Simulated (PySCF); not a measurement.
C3H7BO2, SMILES O1CB(O)[C@H]1C. Heavy atoms are numbered as in [CH3:1][C@H:2]1[O:3][CH2:4][B:5]1[OH:6]. Hydrogens are named by the atom that carries them.

The structure is a stationary point at B3LYP-D3(BJ)/def2-SVP. The structure was generated by enumeration; whether it is a known compound was not checked. The values are those of a single conformer.

Computed with PBE/pcSseg-1 (PySCF).

GIAO shieldings, no solvent; atoms alike by connectivity are averaged. δ = σ(ref) − σ: ¹³C against TMS (σ = 182.0 ppm); ¹⁷O against H2O (σ = 334.3 ppm); ¹¹B against BF3 (σ = 83.9 ppm); ¹H against TMS (σ = 31.49 ppm), references at their B3LYP-D3(BJ)/def2-TZVP geometries, non-relativistic.

| nucleus | atoms | count | δ (ppm) |
|---|---|---|---|
| ¹³C | C2 (CH) | 1 | 89.3 |
| ¹³C | C4 (CH2) | 1 | 75.5 |
| ¹³C | C1 (CH3) | 1 | 20.3 |
| ¹⁷O | O6 (OH) | 1 | 189.5 |
| ¹⁷O | O3 | 1 | 41.5 |
| ¹¹B | B5 | 1 | 44.1 |
| ¹H | H on O6 | 1 | 6.05 |
| ¹H | H on C2 | 1 | 4.87 |
| ¹H | H on C4 | 2 | 4.62 |
| ¹H | H on C1 | 3 | 1.51 |
